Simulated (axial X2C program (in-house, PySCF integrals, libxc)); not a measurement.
# ZrB⁺: from Re and ωe to a spectrum

A bond curve at the PBE0 level, two-component, was computed with an in-house all-electron X2C program for linear molecules (integrals from PySCF) (basis Zr dyall-cv3z [11s12p9d6f3g], B dyall-v3z [7s6p2d1f] (cores contracted in-house)) for the state Ω = 4 (⟨Sz⟩ = 2.00, ⟨Lz⟩ = 2.00 at PBE0). Its fit gives Re = 2.1439 Å, ωe = 559.2 cm⁻¹, ωexe = 3.04 cm⁻¹ and αe = 2.914e-03 cm⁻¹; the masses are 89.9047 and 11.0093 u. Two-component means X2C with spin–orbit coupling and atomic mean-field Coulomb and Gaunt terms.

(1) Find the reduced mass, Be and the force constant.

(2) Estimate the centrifugal constant by the Kratzer relation.

(3) A Morse curve ties αe to the other constants (Pekeris). How well does that hold?

(4) Where do the fundamental and the first overtone lie?

Occupations by symmetry block were frozen at the best pattern of an incomplete PBE0 search. Density functionals use the spin component along the axis (collinear). Other states lie close and PBE0, whose exact exchange favours high spin, may order them wrongly; the determinant shown need not be the ground state. The nearest other 2c determinant of the search, Ω = 2, lies 0.12 eV up at the distance of the search. Without a current term, density functionals place determinants with orbital angular momentum somewhat too high. With several unpaired electrons one determinant need not be a pure state. Open-shell Ω = 0 determinants with evenly filled partner blocks cannot be reached by this program, so the Ω shown need not be the lowest component.

## Answers

(1) From the PBE0 values: μ = 9.8082 u. Be = 16.8576/(μ Re²) = 0.3739 cm⁻¹. k = 5.8918×10⁻⁷ μ ωe² = 1.81 mdyn/Å.

(2) D = 4Be³/ωe² = 6.69e-07 cm⁻¹.

(3) αe(Morse) = 6Be²/ωe × (√(ωexe/Be) − 1) = 2.777e-03 cm⁻¹; the PBE0 curve gives 2.914e-03 cm⁻¹, a ratio of 0.95.

(4) ν(1←0) = ωe − 2ωexe = 553.1 cm⁻¹; ν(2←0) = 2ωe − 6ωexe = 1100.2 cm⁻¹.
